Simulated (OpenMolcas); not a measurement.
What dynamic correlation does to the levels of W V

| Property | Result |
| --- | --- |
| Program | OpenMolcas 26.06 |
| Basis | ANO-RCC-VTZP [8s7p5d3f2g1h] |
| Scalar Hamiltonian | DKH2, point nucleus |
| Active space | 2 electrons in 5 orbitals (5d) |
| State averaging | 2S+1 = 3 even, 10 roots; 2S+1 = 1 even, 15 roots kept (CI in the orbitals of an earlier block) |
| Spin-orbit coupling | RASSI with atomic mean-field integrals over the reference wave functions, term energies averaged over their components |

Methods on the same reference wave functions:
A. CASSCF
B. SS-CASPT2, IPEA 0.25 Eh, imaginary shift 0.1 Eh (closed shells correlated: 5s 5p)

Energies in cm⁻¹ above 5d² ³F₂, the measured ground level; measured values from the list in J. Phys. B 45, 065001 (2012).

```tsv
Level	A	B	Measured
5d² ³F₂	0.0	0.0	0.0
5d² ³F₃	6174	6460	
5d² ³F₄	11718	11870	11519
5d² ³P₀	14841	13580	12839
5d² ¹D₂ [54 %]	16072	14120	
5d² ³P₁	18236	17270	16331
5d² ¹G₄	24847	23440	22346
5d² ³P₂ [60 %]	25141	23540	22615
5d² ¹S₀	50386	44580	43110
```

Deviations, from unrounded energies. A percentage is the sum of absolute deviations over the sum of measured energies, with the sign that they share, or ± where signs differ.

```csv
Against measurement,Levels,A,B
mean absolute deviation (cm-1),6,2700,920
fine structure of the ground term (%),1,+1.7,+3.0
other terms of the ground configuration (%),5,+13.8,+4.4
```

B lies closest to measurement on these levels. The largest miss of B in the table is 5d² ¹S₀, by +1500 cm-1. The ranking rests on the paired levels alone, and a cruder setting can come out closer through cancelling errors.

From A to B the spin-free energies of the other terms of 5d² shown, above ³F, scale by factors of 0.70 to 0.90, as is usual when dynamic correlation screens the repulsion within a d or f shell.

The lowest spin-free term lies below A's lowest term by 0.216 hartree in B.

CASPT2 breaks the degeneracy within a term, and the mean is taken; among the terms shown or strongly mixed into the levels shown the widest spread is 530 cm-1 (5d² ¹G, B). Terms from blocks run as CI alone lack orbitals of their own. Without dynamic correlation excited terms often stand tens of per cent too high (terms of higher spin than the ground term too low), and those without a measured partner can miss by more than the paired ones (holds for A). Computed and measured levels are paired by configuration, term and J; levels that our copy of the source lacks, or whose pairing is in doubt (as where it misses far off the trend of its configuration), stay unpaired and out of the deviations. Levels of configurations outside the active space are missing.

A share in square brackets marks a mixed level and gives the weight of the term that names it, the lowest over the columns.
